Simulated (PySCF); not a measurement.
# Fe: excitation energy

Fe [Ar] 3d6 4s2 (5D) → Fe [Ar] 3d6 4s1 5s1 (7D), as a difference of total energies. All numbers are calculated (PySCF 2.14, the spin-free X2C one-electron Hamiltonian (Gaussian nucleus), in aug-cc-pVQZ-DK (9s8p6d4f3g2h, 140 functions)). Correlated levels: valence: [Ar] frozen. The calculations carry no spin-orbit coupling.

| method | excitation energy (cm⁻¹) |
| --- | --- |
| UHF | 32312 |
| LDA | 43406 |
| PBE | 40873 |
| PBE0 | 39667 |
| MN15 | 44416 |
| MP2 (valence) | 40684 |
| SCS-MP2 (valence) | 42707 |

The promoted electron is Rydberg-like, and one or two diffuse shells describe it only roughly, which tends to raise the upper state.
